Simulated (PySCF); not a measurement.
# Dipole response of Zr(2+) (zirconium, charge +2)

[Kr] 4d2, high-spin 3F determinant. Computed with PySCF 2.14 in def2-TZVPPD with the def2 core potential (28 electrons) (6s4p3d2f1g, 56 functions), with a scalar-relativistic core potential. Coupled (time-dependent) response in atomic units; α is the mean over directions.

```
 method  mean α (bohr³)  C₆ (like pair)  S(−4)
    UHF           11.05           55.10  72.52
    PBE           12.51           61.82  114.8
   PBE0           11.89           58.98  94.91
LC-wPBE           11.56           57.48  85.80
wB97M-V           12.23           59.72  113.2
```

S(−4) is the Cauchy moment in α(ω) = α(0) + S(−4) ω² + …

Spin-orbit coupling is absent.

α(iu) at LC-wPBE:

```json
{"u (hartree)": "0", "α(iu) (bohr³)": "11.56"}
{"u (hartree)": "0.0500", "α(iu) (bohr³)": "11.35"}
{"u (hartree)": "0.100", "α(iu) (bohr³)": "10.81"}
{"u (hartree)": "0.200", "α(iu) (bohr³)": "9.353"}
{"u (hartree)": "0.300", "α(iu) (bohr³)": "8.031"}
{"u (hartree)": "0.500", "α(iu) (bohr³)": "6.148"}
{"u (hartree)": "0.750", "α(iu) (bohr³)": "4.631"}
{"u (hartree)": "1.00", "α(iu) (bohr³)": "3.603"}
{"u (hartree)": "1.50", "α(iu) (bohr³)": "2.322"}
{"u (hartree)": "2.00", "α(iu) (bohr³)": "1.592"}
{"u (hartree)": "3.00", "α(iu) (bohr³)": "0.8553"}
{"u (hartree)": "5.00", "α(iu) (bohr³)": "0.3495"}
```

For an ion, C₆ is the dispersion term alone; charge-induced terms of lower order in 1/R come first.

Energies and moments cover only the electrons outside the core potential.
